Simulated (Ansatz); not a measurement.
CH7BSSi (`CB[SiH2]S`), 11 atoms. Charge 0, multiplicity 1. All runs use 2 threads of an Arm Neoverse V2 on a shared host. Correlated methods freeze the cores.

Problem. How many basis functions does each run have, and how long does it take in Ansatz? RKS PBE0-D4/def2-QZVPP energy; RHF-CCSD(T)/def2-TZVPP energy; RKS PBE-QIDH (frozen core)/def2-TZVPP energy; RKS PBE0-D4/def2-TZVPP energy; RHF-CCSD(T)/def2-SVP energy; RKS ωB97M-V/def2-QZVPP energy; RHF-MP2/def2-QZVPP energy; RKS SPW92 (LDA)/def2-TZVPP energy; RKS PBE0-D4/def2-TZVP relaxation (10 steps); RKS PBE0-D4/def2-SVP energy; RKS ωB97M-V/def2-SVP energy; direct RPA on PBE orbitals/def2-TZVPP energy. (Estimate.)

Solution. The calculation gave: Other jobs shared the machine, so times are rough.

| level | job | functions | wall time | peak host memory (GiB) |
| --- | --- | --- | --- | --- |
| RKS PBE0-D4/def2-SVP | energy | 99 | 1.2 s | 0.43 |
| RKS SPW92 (LDA)/def2-TZVPP | energy | 244 | 1.6 s | 0.3 |
| RHF-CCSD(T)/def2-SVP | energy | 99 | 3.4 s | 0.43 |
| RKS PBE0-D4/def2-TZVPP | energy | 244 | 3.6 s | 0.56 |
| RKS ωB97M-V/def2-SVP | energy | 99 | 5.5 s | 0.43 |
| direct RPA on PBE orbitals/def2-TZVPP | energy | 244 | 6 s | 0.52 |
| RKS PBE-QIDH (frozen core)/def2-TZVPP | energy | 244 | 7 s | 0.57 |
| RKS PBE0-D4/def2-QZVPP | energy | 464 | 12 s | 1.4 |
| RHF-MP2/def2-QZVPP | energy | 464 | 25 s | 2.6 |
| RKS ωB97M-V/def2-QZVPP | energy | 464 | 26 s | 1.7 |
| RKS PBE0-D4/def2-TZVP | relaxation (10 steps) | 178 | 40 s | 0.42 |
| RHF-CCSD(T)/def2-TZVPP | energy | 244 | 6 min | 1.9 |
